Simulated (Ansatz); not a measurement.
A nudged elastic band was laid between two geometries of FH + H3N + H5NOSi (14 atoms, charge 0, multiplicity 1).

All numbers below come from Ansatz, RKS PBE-D4/def2-SVP.

```json
{"movable images": "5", "climbing image": "yes", "spring": "5.0 eV/Å²", "optimiser": "quadratic models (default)", "start path": "through a guess of the saddle point", "force threshold": "0.05 eV/Å", "iteration limit": "60", "end points": "relaxed"}
```

Initial state:

```xyz
14
Properties=species:S:1:pos:R:3
Si -0.001 1.179 -1.243
N -0.655 -0.345 -0.648
H -1.143 2.073 -1.599
H 0.822 1.705 -0.100
O 0.897 1.083 -2.663
H -1.474 0.108 0.660
F -1.700 0.414 1.576
H 0.553 -2.176 2.182
N 0.679 -1.279 1.695
H -1.184 -0.929 -1.306
H -0.005 -0.919 -0.051
H 1.751 0.623 -2.584
H -0.090 -0.662 2.016
H 1.550 -0.877 2.065
```

Final state:

```xyz
14
Properties=species:S:1:pos:R:3
Si -0.358 1.949 -0.726
N 0.484 -2.008 -0.693
H -0.860 3.125 -1.495
H 0.878 2.252 0.073
O -0.156 0.705 -1.798
H -0.687 0.043 1.705
F -1.499 1.544 0.399
H 0.312 -1.391 0.112
N -0.018 -0.492 2.272
H -0.324 -2.050 -1.320
H 1.336 -1.755 -1.201
H 0.127 -0.164 -1.417
H 0.933 -0.261 1.966
H -0.169 -1.496 2.124
```

(1) Which bonds break or form, and what moves?

(2) What energy profile does the band end with?

The band took 60 iterations and about 40 core-minutes.

Results:

(1) Bonds broken: Si1–N2, H6–F7, H8–N9. Bonds formed: Si1–F7, N2–H8, H6–N9. FH + H3N + H5NOSi becomes FH3OSi + H3N + H3N.

(2) The run ended unconverged. The highest image is number 1 of 0 to 6, 10.7 kcal/mol above the first end and 15.9 kcal/mol above the last; the last end lies 5.3 kcal/mol below the first. The band didn't meet its force threshold, so its energies are provisional: the largest band force was still 0.24 eV/Å, and over the last iterations the top moved between 0.46 and 0.50 eV. Neighbouring images lie up to 3.2 Å apart, so the band is torn or far too coarse. Inner images lie below an end point, which means an intermediate or an end that isn't the lowest structure nearby. The orbitals stay closed-shell, which can raise the energy where a bond breaks towards radicals; this wasn't checked here.

| image | path coordinate (Å) | energy (kcal/mol) | Si1–N2 (Å) | H6–F7 (Å) | H8–N9 (Å) |
| --- | --- | --- | --- | --- | --- |
| 0 | 0.00 | 0.0 | 1.76 | 0.99 | 1.03 |
| 1 | 3.24 | 10.7 | 1.79 | 0.97 | 1.03 |
| 2 | 6.39 | 0.4 | 1.77 | 1.02 | 1.03 |
| 3 | 9.54 | 0.2 | 1.74 | 1.01 | 1.04 |
| 4 | 12.69 | -13.9 | 2.06 | 2.09 | 1.85 |
| 5 | 15.84 | -14.8 | 3.46 | 2.32 | 2.36 |
| 6 | 18.99 | -5.3 | 4.05 | 2.15 | 2.36 |

Time of the run: 9.5 min on 4 threads of Arm Neoverse N1, on a shared host, peak memory 0.18 GiB.
